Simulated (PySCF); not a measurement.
A GIAO shielding run with PySCF 2.14.0 with density-fitted response routines (density fitting, non-relativistic, gas phase) on `C(CC#C)[Si@H](P)[SiH2]Cl`, C4H10ClPSi2:

```
$ OMP_NUM_THREADS=1 python probes_run.py task.json out

{"job": {"kind": "nmr", "xc": "PBE0", "basis": "pcSseg-1"}, "charge": 0, "multiplicity": 1}
C      1.639984     0.850719     1.799772
C      1.762199     0.465766     0.672535
C      1.879904    -0.034159    -0.680272
C      0.832934    -1.111159    -0.972464
Si    -0.957188    -0.445200    -0.799559
P     -0.902503     1.601644    -1.744127
Si    -1.699673    -0.533421     1.413360
Cl    -3.655524    -1.054147     1.439530
H      1.563987     1.204754     2.784263
H      2.890219    -0.431910    -0.822233
H      1.745755     0.800684    -1.379228
H      0.990246    -1.477303    -1.987483
H      0.989285    -1.957470    -0.302624
H     -1.787701    -1.248136    -1.722448
H     -0.446496     2.251867    -0.610262
H     -2.222081     1.900076    -1.456022
H     -1.003977    -1.523887     2.235973
H     -1.628131     0.747601     2.119631
```

Hardware: 1 thread of an Arm Neoverse V1, shared host. The job also computes population analyses, field gradients.

(1) How large is the calculation?

(2) How long does it take, and how much memory does it need?

Results:

(1) 94 electrons, 214 basis functions and 1204 auxiliary functions.

(2) 60 s of wall time, with 13 SCF cycles and 5 response iterations; peak memory 0.96 GiB. Times on a shared host scatter by some tens of per cent.
